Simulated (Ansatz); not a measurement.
Consider the formal exchange of groups at the Si–S bond: `C[SiH2]S[SiH](Cl)Cl` + `[SiH3]Br` → `C[SiH2][SiH2]Br` + `S[SiH](Cl)Cl`.

Gas-phase electronic energies from Ansatz, PBE0-D4/def2-TZVP geometries. CCSD(T)/CBS adds triple-zeta CCSD(T) − MP2 to the extrapolated MP2 energy (def2 sets, frozen cores). DFT in def2-TZVPP. B3LYP here is the variant with VWN-RPA as its local correlation; programs differ in this. For Br outer-core shells are correlated without core-valence functions, which leaves a few kJ/mol of doubt a bond. Scalar relativity is left out up to krypton. Each species was taken in one conformer, which may not be the lowest.

```
             level  ΔE (kJ/mol)
         r2SCAN-D4         66.7
           PBE0-D4         63.1
          B3LYP-D4         68.7
            B2PLYP         66.7
    MP2/def2-TZVPP         79.2
     HF/def2-QZVPP         69.1
SCS-MP2/def2-QZVPP         77.1
     MP2/CBS(def2)         81.5
```

**Question.** What does CCSD(T)/CBS give? (Estimate.)

**Answer.** Computed: +70.1 kJ/mol. The listed levels differ from it by -3.4, -7.0, -1.4, -3.4, 9.1, -1.0, 7.0, 11.4 kJ/mol.

Largest T1 diagnostic among the species: 0.010.

From PBE to PBE0 (25 % exact exchange), in def2-TZVPP and without D4, ΔE moves by +4.8 kJ/mol. The D4 term adds +10.1 kJ/mol with B3LYP and +5.8 kJ/mol with PBE0; it sums over pairs of atoms, weighted by their polarisabilities, and B3LYP, whose exchange is more repulsive, gets the larger term.
